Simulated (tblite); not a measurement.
Species: C₄H₇NSi.
Bonds: N1–C2 (triple), C2–C3, C3–Si4, Si4–C5, C5–C6, Si4–C6. Hydrogens: H7, H8 on C3; H9 on Si4; H10, H11 on C5; H12, H13 on C6.

Computed with GFN2-xTB (tblite), gas phase: L-BFGS steps from a force-field or distance-geometry start until the largest atomic force falls under 0.01 eV/Å.

Step 11: E = -453.7805 eV
```
atom  x, y, z in Å  |  force x, y, z in eV/Å
N1      3.6369    0.3303    0.7661    0.021   0.046   0.012
C2      2.6381   -0.1528    0.4869   -0.159  -0.067  -0.038
C3      1.3881   -0.7399    0.1188   -0.070   0.068  -0.058
Si4     0.0882    0.5711   -0.4319    0.099  -0.166  -0.131
C5     -1.6192   -0.2006   -0.6604    0.090  -0.116  -0.271
C6     -1.4857    0.6708    0.5894   -0.093   0.051   0.143
H7      0.9985   -1.3207    0.9602    0.047   0.093  -0.045
H8      1.5634   -1.4327   -0.7098    0.040   0.049   0.053
H9      0.5174    1.6299   -1.3395    0.008  -0.109   0.191
H10    -1.7894   -1.2550   -0.4860   -0.023   0.044  -0.044
H11    -2.2674    0.1874   -1.4334   -0.036  -0.056   0.059
H12    -2.0888    1.5607    0.5928   -0.012   0.233  -0.020
H13    -1.5843    0.1521    1.5290    0.088  -0.069   0.147
```

Step 12: E = -453.7881 eV
```
atom  x, y, z in Å  |  force x, y, z in eV/Å
N1      3.6388    0.3300    0.7680    0.019   0.070   0.007
C2      2.6372   -0.1443    0.4845   -0.181  -0.120  -0.031
C3      1.3895   -0.7373    0.1147   -0.057   0.032  -0.047
Si4     0.0828    0.5606   -0.4425    0.100  -0.083  -0.073
C5     -1.6256   -0.2030   -0.6668    0.026  -0.066  -0.138
C6     -1.4884    0.6708    0.5873   -0.037   0.034   0.086
H7      0.9987   -1.3179    0.9546    0.049   0.098   0.010
H8      1.5718   -1.4398   -0.7032    0.048   0.065   0.003
H9      0.5341    1.6339   -1.3196   -0.011  -0.101   0.143
H10    -1.7950   -1.2555   -0.4792   -0.037   0.044  -0.102
H11    -2.2836    0.1889   -1.4307    0.002  -0.104   0.061
H12    -2.0899    1.5653    0.5853    0.043   0.121   0.029
H13    -1.5745    0.1489    1.5297    0.036   0.010   0.052
```

Step 13: E = -453.7914 eV
```
atom  x, y, z in Å  |  force x, y, z in eV/Å
N1      3.6378    0.3303    0.7683   -0.026   0.052  -0.004
C2      2.6353   -0.1424    0.4835   -0.110  -0.080  -0.014
C3      1.3889   -0.7357    0.1123   -0.031  -0.002  -0.027
Si4     0.0815    0.5546   -0.4478    0.031  -0.034   0.000
C5     -1.6260   -0.2047   -0.6715   -0.023  -0.009  -0.002
C6     -1.4900    0.6712    0.5875    0.017   0.010   0.007
H7      0.9997   -1.3149    0.9525    0.030   0.079   0.039
H8      1.5757   -1.4411   -0.7006    0.046   0.045  -0.034
H9      0.5399    1.6332   -1.3093    0.001  -0.061   0.091
H10    -1.7978   -1.2552   -0.4786   -0.036   0.016  -0.112
H11    -2.2899    0.1876   -1.4289    0.004  -0.098   0.028
H12    -2.0895    1.5701    0.5830    0.087   0.025   0.045
H13    -1.5700    0.1474    1.5318    0.010   0.057  -0.018
```

Step 14: E = -453.7932 eV
```
atom  x, y, z in Å  |  force x, y, z in eV/Å
N1      3.6356    0.3311    0.7679   -0.068   0.025  -0.014
C2      2.6334   -0.1431    0.4832   -0.027  -0.016   0.001
C3      1.3879   -0.7352    0.1107   -0.008  -0.028  -0.011
Si4     0.0815    0.5510   -0.4505   -0.025  -0.009   0.042
C5     -1.6256   -0.2055   -0.6737   -0.043   0.021   0.071
C6     -1.4901    0.6717    0.5877    0.043  -0.006  -0.037
H7      1.0009   -1.3119    0.9526    0.008   0.052   0.049
H8      1.5786   -1.4407   -0.7003    0.036   0.020  -0.050
H9      0.5426    1.6320   -1.3032    0.014  -0.025   0.053
H10    -1.8002   -1.2547   -0.4807   -0.027  -0.016  -0.096
H11    -2.2928    0.1849   -1.4274   -0.008  -0.068  -0.009
H12    -2.0881    1.5731    0.5831    0.105  -0.017   0.043
H13    -1.5682    0.1478    1.5327    0.000   0.068  -0.042
```

**Question.** Estimate the geometry and energy of step 15. (The exact step hangs on the optimiser's Hessian estimate; all steps are aligned on step 14, rigid shifts and turns removed.)

**Answer.** E = -453.7951 eV, largest force 0.117 eV/Å
```
atom  x, y, z in Å  |  force x, y, z in eV/Å
N1      3.6323    0.3326    0.7674   -0.098   0.003  -0.019
C2      2.6308   -0.1441    0.4829    0.053   0.052   0.012
C3      1.3869   -0.7353    0.1088    0.013  -0.052   0.005
Si4     0.0812    0.5470   -0.4528   -0.063   0.010   0.059
C5     -1.6268   -0.2062   -0.6748   -0.046   0.033   0.102
C6     -1.4893    0.6722    0.5870    0.054  -0.019  -0.056
H7      1.0023   -1.3078    0.9536   -0.015   0.015   0.050
H8      1.5826   -1.4402   -0.7008    0.018  -0.005  -0.055
H9      0.5466    1.6309   -1.2953    0.025   0.009   0.015
H10    -1.8036   -1.2545   -0.4844   -0.016  -0.050  -0.064
H11    -2.2968    0.1807   -1.4258   -0.023  -0.023  -0.047
H12    -2.0846    1.5755    0.5839    0.104  -0.029   0.033
H13    -1.5661    0.1496    1.5326   -0.006   0.057  -0.036
```

The energy changes by -0.0019 eV. The first-order estimate −F·Δx gives -0.0025 eV and the mean of the old and new forces, exact on a quadratic surface, -0.0019 eV. The step makes an angle of 52° with the force vector and moves no atom by more than 0.009 Å.

What follows is the cost of the whole relaxation. The run took 0.5 s wall on Arm Neoverse N1, one thread, no GPU, shared host with 64 logical CPUs at a one-minute load of 61.
